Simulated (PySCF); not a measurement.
**Radial density of Cd²⁺ (cadmium, charge +2)**

UHF, [Kr] 4d9 5p1, one real determinant (an excited configuration). Computed with PySCF 2.14 in aug-cc-pwCVDZ-PP with ECP28MDF (6s6p5d3f, 70 functions), with a scalar-relativistic core potential. This is the valence pseudo-density: the core potential removes the inner electrons and smooths the orbitals near the nucleus.

```csv
r (bohr),4πr²ρ (e/bohr),4πr²(ρα − ρβ)
0.0180,1.853e-05,0.0000
0.0303,4.645e-05,0.0000
0.0509,0.0001111,0.0000
0.0856,0.0004899,0.0000
0.144,0.005762,0.0004
0.242,0.09181,0.0070
0.408,1.962,0.1117
0.686,16.14,0.7706
1.15,14.33,0.8713
1.94,2.418,0.4917
3.26,0.4061,0.3565
5.49,0.02610,0.0261
9.23,0.0001085,0.0001
```

⟨L²⟩ = 8.03 against 12 for a pure F term, so this real determinant mixes terms. Energies and moments cover only the electrons outside the core potential.
